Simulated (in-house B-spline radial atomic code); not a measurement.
BP86 excitations of Be

Method: BP86. Computed with a B-spline radial code for spherical atoms: linear response of the closed shell [He] 2s2 with the functional's adiabatic kernel; non-relativistic, point nucleus, no spin-orbit coupling, no double excitations, S, P, D and F terms only.

Command:
```bash
python run_td.py task.json out
```
Settings (radii: box in bohr, nucleus in fm):
```
Z                        4
electrons                4
configuration            [He] 2s2
hamiltonian              nr
method                   b88,p86
box_radius               75
intervals                51
```

Cost of the run: 0.1 s on 1 thread of Arm Neoverse N1, with other jobs on the host.

The lowest states, in the order of their Tamm-Dancoff energies; the method's threshold (minus the highest occupied level) is 5.703 eV. Labels give the largest channel, * marks a mixed state, and oscillator strengths are full-response dipole values. Measured ¹D terms are left out, since they can mix with doubly excited terms. Semilocal kernels can invert the small singlet-triplet splittings of Rydberg terms. Energies in eV:

```csv
state,full response,Tamm-Dancoff,oscillator strength,measured (J-weighted term)
2s → 2p 3P,1.931,2.361,-,2.725
2s → 2p 1P,?,?,?,?
2s → 3s 3S,?,?,-,?
```

Question: Where does 2s → 2p 1P lie?

Answer: At 4.881 eV in full response, 5.129 eV in Tamm-Dancoff, oscillator strength 1.32; measured 5.277 eV.

Question: Where does 2s → 3s 3S lie?

Answer: At 5.527 eV in full response, 5.531 eV in Tamm-Dancoff; measured 6.457 eV.

Question: How large is the singlet-triplet splitting of 2s → 2p (P terms) in Tamm-Dancoff?

Answer: 2.77 eV, from the unrounded values.

Question: What polarisabilities and dispersion coefficient does the method give?

Answer: Dipole 43.36 bohr³, quadrupole 362.3 bohr⁵, C6 261.6 hartree·bohr⁶ for two such species. Recommended dipole value: 37.74 ± 0.03 bohr³ (Schwerdtfeger and Nagle, table of static dipole polarizabilities (2023 update)), which includes relativity and correlation.
